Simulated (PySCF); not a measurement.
C₃H₃BrClF, SMILES C/C(Br)=C(\F)Cl.

The structure is a stationary point at B3LYP-D3(BJ)/def2-SVP. The structure was generated by enumeration; whether it is a known compound was not checked.

Method: PySCF with TDDFT-B3LYP/def2-SVPD.

Vertical excitations.  State labels are in the subgroup Cs.

Question: Estimate the UV-visible absorptions. (An estimate is asked for; the answer gives what the named calculation found.)

Answer: 
```csv
state,symmetry,energy (eV),λ (nm),f,main pairs
S1,A",4.87,255,0.000,HOMO→LUMO 99 %
S2,A",6.16,201,0.004,HOMO→LUMO+2 94 %
S3,A',6.16,201,0.009,HOMO−1→LUMO 97 %
S4,A',6.24,199,0.311,HOMO→LUMO+1 91 %
S5,A",6.43,193,0.016,HOMO→LUMO+3 90 %
S6,A",6.49,191,0.000,HOMO−1→LUMO+1 99 %
S7,A",6.93,179,0.000,HOMO−2→LUMO 95 %
S8,A",7.35,169,0.011,"HOMO→LUMO+4 58 %, HOMO→LUMO+5 38 %"
S9,A",7.40,168,0.009,"HOMO→LUMO+5 58 %, HOMO→LUMO+4 40 %"
S10,A',7.51,165,0.001,HOMO−1→LUMO+2 80 %
T1,A',3.96,313,0,HOMO→LUMO+1 94 %
T2,A",4.43,280,0,HOMO→LUMO 98 %
T3,A',5.53,224,0,HOMO−1→LUMO 95 %
T4,A",5.73,216,0,"HOMO→LUMO+2 67 %, HOMO→LUMO+3 21 %"
```
Triplets are in the Tamm–Dancoff approximation, which puts them higher than full response would, so one can lie above its singlet here.
